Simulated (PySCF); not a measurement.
Si(Cl)(H)(SMe)2 (C2H7ClS2Si), SMILES CS[SiH](Cl)SC.

The structure is a stationary point at PBE-D3(BJ)/def2-SVP. The values are those of a single conformer.

The numbers are results of PBE-D3(BJ)/def2-SVP in PySCF, not measurements.

Frequencies are harmonic and unscaled.

| mode | ν (cm⁻¹) | IR (km/mol) | moving atoms (share of kinetic energy) |
|---|---|---|---|
| 1 | 38 | 1.5 | C 46 %, H 24 %, Cl 15 %, S 11 % |
| 2 | 62 | 1.4 | C 40 %, S 28 %, H 22 % |
| 3 | 93 | 0.3 | H 87 % |
| 4 | 99 | 0.2 | H 84 % |
| 5 | 109 | 1.0 | S 33 %, C 28 %, Cl 16 %, H 14 %, Si 9 % |
| 6 | 120 | 0.9 | H 37 %, C 21 %, S 21 %, Cl 15 % |
| 7 | 184 | 3.0 | S 44 %, Cl 17 %, C 15 %, Si 13 %, H 11 % |
| 8 | 226 | 0.5 | Cl 26 %, S 24 %, C 23 %, Si 14 %, H 13 % |
| 9 | 231 | 1.4 | S 48 %, C 19 %, Si 18 %, H 10 % |
| 10 | 463 | 14.0 | Si 41 %, S 40 %, Cl 16 % |
| 11 | 549 | 71.2 | Si 52 %, S 34 %, H 9 % |
| 12 | 565 | 103.1 | Si 59 %, Cl 22 %, S 13 % |
| 13 | 685 | 4.9 | C 59 %, S 31 %, H 9 % |
| 14 | 687 | 7.3 | C 58 %, S 32 %, H 10 % |
| 15 | 730 | 158.7 | H 87 %, Si 11 % |
| 16 | 778 | 122.9 | H 92 % |
| 17 | 927 | 5.5 | H 84 %, C 15 % |
| 18 | 932 | 1.5 | H 84 %, C 15 % |
| 19 | 935 | 7.1 | H 81 %, C 16 % |
| 20 | 942 | 15.2 | H 81 %, C 16 % |
| 21 | 1277 | 3.9 | H 87 %, C 13 % |
| 22 | 1281 | 4.5 | H 87 %, C 12 % |
| 23 | 1393 | 10.5 | H 96 % |
| 24 | 1394 | 10.0 | H 96 % |
| 25 | 1405 | 5.1 | H 95 % |
| 26 | 1406 | 16.7 | H 95 % |
| 27 | 2143 | 92.7 | H 97 % |
| 28 | 2982 | 17.8 | H 98 % |
| 29 | 2983 | 16.0 | H 98 % |
| 30 | 3090 | 3.0 | H 90 %, C 10 % |
| 31 | 3092 | 2.5 | H 90 %, C 10 % |
| 32 | 3102 | 0.6 | H 90 %, C 10 % |
| 33 | 3103 | 0.5 | H 90 %, C 10 % |
